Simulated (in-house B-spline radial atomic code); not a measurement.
Ionisation energies with and without relativity, with size and susceptibility from the Dirac run. Dirac energy differences include first-order Breit, QED and recoil terms. NIST's values go from ground level to ground level; the uncertainty of those that are theory runs from under 0.1 % in few-electron ions to several per cent in heavy many-electron ones. Computed with a radial B-spline atomic code at the basis-set limit: non-relativistic Hartree-Fock and Dirac-Hartree-Fock, averages of the configuration (point nuclei without relativity, finite nuclei with it).

```tsv
ion	configuration	configuration after	ionisation non-relativistic (eV)	ionisation Dirac Breit and QED (eV)	tabulated value (eV)	radius at density 0.001 (bohr)	diamagnetic susceptibility (10⁻⁶ cm³/mol)
Ag3+	[Kr] 4d8	[Kr] 4d7	50.70	50.02	49	3.043	-20.525
Cd3+	[Kr] 4d9	[Kr] 4d8	53.08	52.36	51	2.99	-20.331
In3+	[Kr] 4d10	[Kr] 4d9	55.47	54.70	55.45	2.939	-20.109
Sn3+	[Kr] 4d10 5s1	[Kr] 4d10	37.84	39.25	40.74	3.36	-22.274
Sb3+	[Kr] 4d10 5s2	[Kr] 4d10 5s1	40.15	41.62	43.804	3.495	-23.979
Te3+	[Kr] 4d10 5s2 5p1	[Kr] 4d10 5s2	35.81	36.04	37.4155	3.648	-26.229
I3+	[Kr] 4d10 5s2 5p2	[Kr] 4d10 5s2 5p1	38.47	38.73	40.357	3.682	-27.873
Xe3+	[Kr] 4d10 5s2 5p3	[Kr] 4d10 5s2 5p2	41.17	41.46	42.2	3.665	-29.072
Cs3+	[Kr] 4d10 5s2 5p4	[Kr] 4d10 5s2 5p3	43.91	44.23	43	3.624	-29.937
Ba3+	[Kr] 4d10 5s2 5p5	[Kr] 4d10 5s2 5p4	46.69	47.04	47	3.572	-30.548
```
